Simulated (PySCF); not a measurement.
Compound: C6H5N3.
SMILES: `N#Cc1ccnc(N)c1`

Linear response at PBE0/def2-SVPD (PySCF, frozen core in the response, non-relativistic). Isolated species at its PBE0-D3(BJ)/def2-SVP geometry, gas phase.

Static isotropic polarisability: 91.51 au (13.56 Å³), principal values 50.4, 97.5, 126.6 au.

Q: What is the polarisability at 1064 nm and at the sodium D line?

A: 92.90 au at 1064 nm (+1.5 %), 96.47 au at 589.3 nm (+5.4 %). The rise at 589.3 nm is 3.57 times that at 1064 nm; a pure ω² law gives 3.26. The lowest singlet lies at 298 nm, shorter than both wavelengths.

Q: What is the isotropic C6 coefficient between two such molecules, C6 = (3/π)∫α(iω)² dω?

A: 3036 au (Eh·bohr⁶) by a ten-point quadrature over imaginary frequencies, which is 1810 eV·Å⁶ or 175 J·nm⁶/mol.

Q: Which effective excitation energy ω̄ makes London's formula C6 = (3/4)α²ω̄ exact here?

A: ω̄ = 4·C6/(3α²) = 0.483 Eh = 13.2 eV. A one-pole form α(ω) = α/(1 − ω²/ω̄²) fitted to the 1064 nm value gives 9.5 eV. London's choice of the ionisation energy (8.68 eV, ΔSCF at the same level) gives C6 = 2000 au, 34 % too low.

Q: What molar refraction at the D line follows from R = (4π/3)·N_A·α′, with α′ the polarisability volume?

A: α′ = 14.30 Å³ gives R = 36.06 cm³/mol, for isolated, non-vibrating species.

Q: What does −C6/R⁶ come to at R = 12 Å between centres?

A: -59 J/mol. This is the leading, orientation-averaged term; C8 and higher terms are left out.

Q: What n − 1 at the D line would an ideal gas of it have at 273.15 K and 1 atm (2.6868 × 10¹⁹ cm⁻³), by n − 1 = 2π·N·α′?

A: 24.13 × 10⁻⁴, a formal value whether or not that pressure can be reached.

Q: What three-body coefficient follows from the one-pole estimate C9 = (3/4)·α·C6?

A: 208000 au. This is an estimate from the two numbers above, not a computed integral.

Q: The lowest 6 singlets have (eV, f): 4.16, 0.066; 4.65, 0.002; 5.58, 0.070; 5.73, 0.000; 6.12, 0.162; 6.18, 0.495. What share of the static polarisability do they carry in the sum over states α = Σ f/ω²?

A: 17.38 au, 19.0 % of α; the largest term, 9.61 au, is that of the state at 6.18 eV. Their oscillator strengths add up to 0.80. Higher states carry the rest.

Q: How many electrons N does the Slater–Kirkwood formula C6 = (3/4)·√N·α^(3/2) need to give this C6?

A: N = (4·C6/3)²/α³ = 21.4; the species has 62 electrons in all.

Rough CPU time on one thread of a shared machine: about 1.9 min. This is the whole response run at PBE0/def2-SVPD, SCF included.

Shape of the structure used: `[N:1]#[C:2][c:3]1[cH:4][cH:5][n:6][c:7]([NH2:8])[cH:9]1`: H–N8–C7–N6 -166°, H–N8–C7–N6 -10°.
